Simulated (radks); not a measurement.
The platinum ion Pt+ inside a hard spherical wall (all orbitals vanish at R), configuration held at [Xe] 4f14 5d9 and not refilled when levels cross. All-electron calculation, scalar-relativistic Kohn-Sham, PBE, spin-polarised, spherical densities, point nucleus; open shells are filled with parallel spins first (spin-orbit coupling, left out, can overturn this in heavy ions). Program: a radial shooting solver on a logarithmic mesh with Libxc functionals. Eigenvalues in eV for spin up, with the zero of energy where the potential of the charges vanishes at infinity; a dash marks a level that is unbound or too diffuse for the functional's potential to be trusted. A positive occupied level is held by the wall or, in an anion where self-interaction has pushed it up, behind a barrier. The pressure on the wall is -dE/dV.

| R (bohr) | E (hartree) | kinetic (hartree) | e(5s) | e(4f) | e(5p) | e(5d) | e(6s, empty) | e(6p, empty) | pressure (GPa) |
|---|---|---|---|---|---|---|---|---|---|
| free | -18413.1837 | 20541.325 | -110.26 | -78.301 | -64.568 | -14.598 | -13.057 | -6.752 | 0 |
| 20 | -18413.1837 | 20541.325 | -110.26 | -78.301 | -64.568 | -14.598 | -13.057 | -6.752 | < 0.0001 |
| 15 | -18413.1837 | 20541.325 | -110.26 | -78.301 | -64.568 | -14.598 | -13.057 | -6.752 | < 0.0001 |
| 8 | -18413.1836 | 20541.327 | -110.25 | -78.293 | -64.561 | -14.591 | -13.046 | -6.627 | 0.00652 |
| 6 | -18413.1798 | 20541.361 | -110.07 | -78.110 | -64.389 | -14.438 | -12.800 | -5.731 | 0.449 |
| 4 | -18413.0403 | 20542.210 | -107.24 | -75.109 | -61.710 | -11.925 | -8.551 | 2.089 | 38.7 |
| 3.5 | -18412.8180 | 20543.339 | -104.49 | -72.104 | -59.142 | -9.313 | -3.777 | 9.404 | 133 |
| 3 | -18412.2089 | 20546.164 | -99.336 | -66.296 | -54.344 | -3.981 | 6.730 | 24.336 | 514 |
| 2.5 | -18410.3529 | 20554.297 | -89.357 | -54.501 | -44.752 | 7.799 | 31.973 | 57.550 | 2390 |
| 1.5 | -18372.1199 | 20700.250 | -2.300 | 40.674 | 53.986 | 133.87 | 321.60 | 387.53 | 138000 |
